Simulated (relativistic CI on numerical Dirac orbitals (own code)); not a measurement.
**V²⁺: computed level list**

Calculated at this level of theory: Dirac-Coulomb-Breit CI, KLI orbitals optimised for each configuration, QED by a radiative potential, valence Slater integrals scaled by 0.85, configuration energies shifted to the measured levels that pair with them (semi-empirical) (own radial code, finite nucleus).

Configuration list (outside the closed core [Ne] 3s2): 3p6.3d3, 3p6.3d2.4s, 3p6.3d2.4p, 3p6.3d.4s2, 3p6.3d2.4d, 3p6.3d2.5s, 3p6.3d2.5p, 3p6.3d.4s.4p, 3p6.3d2.4f, 3p6.3d2.5d, 3p6.3d2.5f, 3p6.3d2.5g, 3p5.3d4, 3p6.3d.4p2, 3p6.3d.4s.4d. Levels of other configurations are missing.

The lowest level is 3p6.3d3 4F_3/2, with 100 % of that term; Hund's rules for 3p6.3d3 give 4F with J = 3/2, in agreement.

| No. | Configuration | Term | J | E (cm⁻¹) | % | Landé g | Lifetime (s) | jj configuration (%) |
| --- | --- | --- | --- | --- | --- | --- | --- | --- |
| 1 | 3p6.3d3 | 4F | 3/2 | 0.0 | 100 | 0.399 |  | 3d3/2^2 3d5/2 (36) |
| 2 | 3p6.3d3 | 4F | 5/2 | 128.5 | 100 | 1.028 | 1.09e+04 | 3d3/2^2 3d5/2 (75) |
| 3 | 3p6.3d3 | 4F | 7/2 | 302.9 | 100 | 1.238 | 4.35e+03 | 3d3/2 3d5/2^2 (79) |
| 4 | 3p6.3d3 | 4F | 9/2 | 518.9 | 100 | 1.334 |  | 3d5/2^3 (46) |
| 5 | 3p6.3d3 | 4P | 1/2 | 12528.2 | 100 | 2.666 | 1.43e+01 | 3d3/2^2 3d5/2 (58) |
| 6 | 3p6.3d3 | 2G | 7/2 | 12589.0 | 100 | 0.888 | 5.00e+01 | 3d3/2^2 3d5/2 (50) |
| 7 | 3p6.3d3 | 4P | 3/2 | 12601.3 | 99 | 1.732 | 1.49e+01 | 3d3/2^2 3d5/2 (42) |
| 8 | 3p6.3d3 | 4P | 5/2 | 12762.0 | 100 | 1.601 | 1.54e+01 | 3d3/2 3d5/2^2 (62) |
| 9 | 3p6.3d3 | 2G | 9/2 | 12785.7 | 99 | 1.110 | 2.87e+01 | 3d3/2^2 3d5/2 (44) |
| 10 | 3p6.3d3 | 2P | 1/2 | 16586.7 | 99 | 0.670 | 7.70e+01 | 3d3/2 3d5/2^2 (58) |
| 11 | 3p6.3d3 | 2P | 3/2 | 16675.5 | 93 | 1.302 | 3.90e+01 | 3d5/2^3 (33) |
| 12 | 3p6.3d3 | 2H | 9/2 | 16760.8 | 99 | 0.910 | 8.80e+01 | 3d3/2^2 3d5/2 (47) |
| 13 | 3p6.3d3 | 2H | 11/2 | 16908.7 | 100 | 1.091 | 2.61e+02 | 3d3/2 3d5/2^2 (100) |
| 14 | 3p6.3d3 | 2D | 3/2 | 17972.4 | 93 | 0.833 | 1.16e+01 | 3d5/2^3 (43) |
| 15 | 3p6.3d3 | 2D | 5/2 | 18129.2 | 100 | 1.200 | 1.72e+01 | 3d3/2 3d5/2^2 (50) |
| 16 | 3p6.3d3 | 2F | 7/2 | 28909.6 | 100 | 1.143 | 4.78e+00 | 3d3/2 3d5/2^2 (71) |
| 17 | 3p6.3d3 | 2F | 5/2 | 29019.8 | 99 | 0.857 | 4.85e+00 | 3d3/2 3d5/2^2 (55) |
| 18 | 3p6.3d2.4s | 4F | 3/2 | 43406.6 | 100 | 0.399 | 1.46e-02 | 3d3/2^2 4s (69) |
| 19 | 3p6.3d2.4s | 4F | 5/2 | 43560.9 | 100 | 1.028 | 1.45e-02 | 3d3/2 3d5/2 4s (64) |
| 20 | 3p6.3d2.4s | 4F | 7/2 | 43777.9 | 100 | 1.238 | 1.44e-02 | 3d3/2 3d5/2 4s (82) |
| 21 | 3p6.3d2.4s | 4F | 9/2 | 44055.5 | 100 | 1.334 | 1.43e-02 | 3d5/2^2 4s (79) |
| 22 | 3p6.3d3 | 2D | 5/2 | 44329.8 | 99 | 1.200 | 1.24e-01 | 3d3/2^2 3d5/2 (56) |
| 23 | 3p6.3d3 | 2D | 3/2 | 44425.2 | 99 | 0.799 | 1.20e-01 | 3d3/2 3d5/2^2 (87) |
| 24 | 3p6.3d2.4s | 2F | 5/2 | 48908.4 | 99 | 0.857 | 2.00e-02 | 3d3/2 3d5/2 4s (59) |
| 25 | 3p6.3d2.4s | 2F | 7/2 | 49347.6 | 99 | 1.143 | 1.98e-02 | 3d5/2^2 4s (60) |
| 26 | 3p6.3d2.4s | 2D | 5/2 | 56616.6 | 82 | 1.270 |  | 3d3/2 3d5/2 4s (57) |
| 27 | 3p6.3d2.4s | 2D | 3/2 | 56705.2 | 92 | 0.873 |  | 3d3/2 3d5/2 4s (40) |
| 28 | 3p6.3d2.4s | 4P | 1/2 | 56990.1 | 100 | 2.670 |  | 3d3/2^2 4s (41) |
| 29 | 3p6.3d2.4s | 4P | 3/2 | 57114.6 | 92 | 1.662 |  | 3d3/2 3d5/2 4s (80) |
| 30 | 3p6.3d2.4s | 4P | 5/2 | 57341.8 | 82 | 1.531 |  | 3d5/2^2 4s (81) |

Energies count from the lowest computed level; lifetimes are radiative, by E1, M1, E2 decay to levels of this space only; some are left blank where a channel outside the calculation adds to the decay or the decay crosses a small, uncertain gap. Filled j subshells are mostly left out of the jj labels.

The mean weight of the leading LS term, summed over parents, in these 30 levels is 97 %, and that of the leading jj configuration (from the same eigenvectors) 60 %, so LS coupling describes them better.

Configurations whose levels could be paired with our table of measured levels were shifted onto them, all but the ground configuration, by the median error of their levels; single terms can still be off by 1,000 to 2,000 cm⁻¹ or more, and rates follow the energies as ν³ (E1, M1) or ν⁵ (E2). The others borrow a shift and can be off by several thousand cm⁻¹ or more. The fine structure of a lone outer electron comes out too small, for d and f at times inverted, and misplaced configurations move strength between like terms. 62 of the 64 excited levels that our extract of the measured tables holds in this range could be paired (the sources list more); they are missed by 577 cm⁻¹ on average and 2062 at most, after the shifts were fitted to these levels, and levels without a partner can miss by more.

Landé's interval rule says that E(J) − E(J−1) = AJ with one A. For the ground term the intervals give A = 51.4, 49.8, 48.0 cm⁻¹ for J = 5/2, 7/2, 9/2; the multiplet is regular.
